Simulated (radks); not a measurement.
Problem. All-electron atom: the aluminium ion Al+ in [Ne] 3s2. Calculated with a radial shooting solver on a logarithmic mesh with Libxc functionals: Dirac Kohn-Sham, PBE, spin-unpolarised, spherical densities, finite nucleus; Fermi nuclear charge, rms radius 3.061 fm. Some entries of the table are withheld. Estimate them.

| orbital | occ. | eigenvalue (eV) | <1/r> (bohr^-1) | r(max) (bohr) |
|---|---|---|---|---|
| 1s1/2 | 2 | (1) | 12.63 | 0.07835 |
| 2s1/2 | 2 | -116.4939 | 2.341 | 0.4965 |
| 2p1/2 | 2 | -78.2777 | 2.218 | (2) |
| 2p3/2 | 4 | -77.8358 | 2.207 | (3) |
| 3s1/2 | 2 | (4) | 0.5656 | (5) |
| 3p1/2 | 0 | (6) | 0.4567 | 2.396 |
| 3p3/2 | 0 | (7) | 0.4556 | 2.401 |

Solution. 
(1) 1s1/2 eigenvalue (eV): -1519.533
(2) 2p1/2 r(max) (bohr): 0.4274
(3) 2p3/2 r(max) (bohr): 0.4290
(4) 3s1/2 eigenvalue (eV): -14.8100
(5) 3s1/2 r(max) (bohr): 2.015
(6) 3p1/2 eigenvalue (eV): -9.0692
(7) 3p3/2 eigenvalue (eV): -9.0454
